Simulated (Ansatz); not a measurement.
```yaml
atoms:
  - { symbol: B, position_ang: [0.0000, 0.0001, 0.8808] }
  - { symbol: B, position_ang: [0.0001, 0.0000, -0.8808] }
  - { symbol: H, position_ang: [0.9933, 0.0000, 0.0001] }
  - { symbol: H, position_ang: [-0.9933, 0.0000, 0.0001] }
  - { symbol: H, position_ang: [0.0000, 1.0515, 1.4668] }
  - { symbol: H, position_ang: [-0.0001, -1.0515, 1.4667] }
  - { symbol: H, position_ang: [0.0000, 1.0515, -1.4668] }
  - { symbol: H, position_ang: [-0.0001, -1.0516, -1.4668] }
```

Basis set: cc-pVDZ (spherical functions). Correlated methods keep 2 orbitals frozen. Charge 0, multiplicity 1.

Computed with Ansatz (development build ahead of 0.2.0); each method stands on the lowest determinant of its kind that the runs found. Restricted open shells among the atoms or ions are ROHF, correlated in semicanonical orbitals with singles.

Problem. Give the atomization energy at this shape (free ground-state atoms in the same class of orbitals less the molecule, no zero-point energy) of singlet B₂H₆ by RHF-MP2, RHF.

Solution.

| method | atomization energy |
| --- | --- |
| RHF-MP2 | 24.58 eV |
| RHF | 20.86 eV |
